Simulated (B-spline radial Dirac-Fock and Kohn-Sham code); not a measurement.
## Relativistic shifts of the levels of Cd⁴²⁺

System: Cd⁴²⁺, configuration [He] 2s2 2p2.

Both columns are ΔSCF binding energies of the configuration average from a radial finite-basis atomic code: non-relativistic Hartree-Fock with a point nucleus, and Dirac-Fock with a finite nucleus and the Coulomb interaction alone, averaged over the two j levels with weights 2j+1.

```tsv
shell	Hartree-Fock (eV)	Dirac-Fock (eV)	shift (eV)	shift (%)
1s	29446.7	30382.9	+936.22	+3.18
2s	6766.7	7035.4	+268.67	+3.97
2p	6649.6	6756.0	+106.46	+1.60
```

Relativity binds 1s, 2s, 2p more strongly, among those listed most of all 2s in relative terms.

Values without a named source are computed, but for edge energies of neutral atoms, which are taken from tables.
